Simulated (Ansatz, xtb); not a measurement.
A geometry optimisation of CAlFO2 with r2SCAN-D4/def2-SVP

The starting geometry of this gas-phase triplet was built from a drawn formula by distance geometry and a force field; its bonds are those of `O=C(F)[O][Al]`.

```yaml
atoms:
  - { symbol: C, position_ang: [-1.4639, -0.3062, 1.9847] }
  - { symbol: Al, position_ang: [-2.1398, -2.4942, 0.2853] }
  - { symbol: F, position_ang: [-1.2899, 1.0523, 2.1946] }
  - { symbol: O, position_ang: [-1.2472, -1.0866, 2.9369] }
  - { symbol: O, position_ang: [-1.8482, -0.7315, 0.7212] }
```

Predict what becomes of its bonds when it is optimised with r2SCAN-D4/def2-SVP.

New bonds form, giving a structure given below by its coordinates. Contacts that close: C1–Al2 (2.85 → 2.24 Å), Al2–O4 (3.13 → 1.93 Å).

The energy falls by 1.30 eV over 12 steps:

```json
{"step": "1", "E − E(last) (eV)": "1.298"}
{"step": "2", "E − E(last) (eV)": "0.814"}
{"step": "3", "E − E(last) (eV)": "0.709"}
{"step": "5", "E − E(last) (eV)": "0.532"}
{"step": "6", "E − E(last) (eV)": "0.403"}
{"step": "7", "E − E(last) (eV)": "0.271"}
{"step": "8", "E − E(last) (eV)": "0.171"}
{"step": "10", "E − E(last) (eV)": "0.001"}
{"step": "11", "E − E(last) (eV)": "0.000"}
{"step": "12", "E − E(last) (eV)": "0.000"}
```

Final geometry (Å):

```xyz
5

C    -1.5156   -0.3094    1.7919
Al   -1.9301   -2.3445    0.9485
F    -1.2745    0.8748    2.2828
O    -1.3826   -1.3428    2.5099
O    -1.8863   -0.4443    0.5897
```

From the same start GFN2-xTB reaches the same bonding as this run.

The end wasn't checked by frequencies. Open shells are spin-unrestricted. The triplet needn't be the ground state. Run with Ansatz 0.2.0, 3.2 min on 1 thread of Arm Neoverse V1, on a shared host.
